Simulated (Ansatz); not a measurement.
BGeH4NO (`[NH2][GeH]1[BH][O]1`). The species carries charge 0 and has multiplicity 1. The geometry is a stationary point of PBE0-D4/def2-TZVP. It is one conformer, not always the lowest.

```xyz
8

N    -1.393   -0.839   -0.102
Ge   -0.102    0.127    0.712
B     1.777    0.332   -0.079
O     1.047    1.162   -0.723
H    -2.229   -0.391   -0.441
H    -1.144   -1.645   -0.651
H    -0.850    1.332    1.308
H     2.895   -0.077   -0.024
```

What is the dipole moment at ωB97M-V/def2-TZVPP? (Best estimate.)

The calculation gave: 1.77 D, with components (-0.80, -1.50, 0.50) D in this frame, pointing from negative to positive charge.

And with PBE, r2SCAN, B3LYP? (An estimate is asked.)

Ansatz gave: PBE 1.67 D, r2SCAN 1.65 D, B3LYP 1.75 D.

Give the Mulliken charges with ωB97M-V, PBE, B3LYP in def2-TZVPP. (An estimate is asked.)

Ansatz gave: 
| atom | ωB97M-V | PBE | B3LYP |
| --- | --- | --- | --- |
| N1 | -0.37 | -0.39 | -0.40 |
| Ge2 | 0.28 | 0.27 | 0.28 |
| B3 | 0.05 | 0.03 | 0.09 |
| O4 | -0.30 | -0.23 | -0.29 |
| H5 | 0.13 | 0.16 | 0.15 |
| H6 | 0.12 | 0.15 | 0.14 |
| H7 | 0.03 | 0.00 | 0.00 |
| H8 | 0.06 | 0.00 | 0.03 |

B3LYP here is the variant with VWN-RPA as its local correlation; programs differ in this.
